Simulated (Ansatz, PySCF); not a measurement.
C₃H₄BFO, SMILES F[C@@H]1C=CB1O. Atoms are numbered in the order given.

```xyz
10

O      1.8542     0.8308     0.0111
B      0.5655     0.5528     0.2803
C     -0.7325     1.3857     0.2951
C     -1.3927     0.2345     0.0112
C     -0.3227    -0.7896     0.2993
F     -0.1002    -1.7250    -0.6944
H      2.3933     0.0380    -0.0837
H     -1.1125     2.4081     0.3273
H     -2.4154     0.0552    -0.3493
H     -0.4777    -1.3283     1.2495
```
Charge 0, spin multiplicity 1.

The structure is a stationary point at PBE0-D3(BJ)/def2-SVP. The structure was generated by enumeration; whether it is a known compound was not checked. Other conformers were not sampled.

Two levels are set side by side: PBE-D3(BJ)/def2-SVP (Ansatz, a quantum-chemistry and plane-wave program) and PBE0-D3(BJ)/def2-SVP (Ansatz). Each level has its own optimised geometry; the coordinates shown are those of the second. Frequencies come from the Hessian of PySCF at each geometry. Differences are taken from unrounded values.

```csv
quantity,PBE0-D3(BJ),PBE-D3(BJ),PBE-D3(BJ) minus PBE0-D3(BJ)
mean bond length (Å),1.300,1.311,0.010
bond O1–B2 (Å),1.346,1.357,0.011
bond B2–C3 (Å),1.542,1.549,0.007
bond B2–C5 (Å),1.610,1.619,0.009
bond C3–C4 (Å),1.357,1.369,0.012
bond C4–C5 (Å),1.509,1.518,0.009
bond C5–F6 (Å),1.383,1.400,0.017
bond O1–H7 (Å),0.963,0.975,0.012
bond C3–H8 (Å),1.091,1.099,0.008
bond C4–H9 (Å),1.099,1.108,0.009
bond C5–H10 (Å),1.103,1.113,0.009
highest harmonic wavenumber (cm⁻¹),3899,3725,-175
mean harmonic wavenumber (cm⁻¹),1299,1249,-50
zero-point energy (kcal/mol),44.55,42.85,-1.71
```

Exact exchange shortens and stiffens bonds; PBE has none. Differences between two approximate levels are no errors against the true value.
